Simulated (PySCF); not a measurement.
**Correlation energy of Ru (ruthenium, neutral)**

[Kr] 4d6 5s1 5p1, one real determinant (an excited configuration). All numbers are calculated (PySCF 2.14, scalar relativity by spin-free X2C-1e, in x2c-TZVPPall with one added diffuse shell each of s, p, d, f type (9s7p7d3f1g, 95 functions)). Frozen: [Kr]; 8 electrons correlated.

```csv
level,correlation energy (mhartree)
CCSD,-145.46
(T),-4.66
CCSD(T),-150.12
```

Diagnostics: T1 = 0.012, D1 = 0.0378, largest double amplitude 0.041.

Is a single reference adequate?

Yes, within this model without spin-orbit coupling: T1 lies below 0.03 and no double amplitude reaches 0.07.

The reference is one real determinant that mixes LS terms of this configuration.
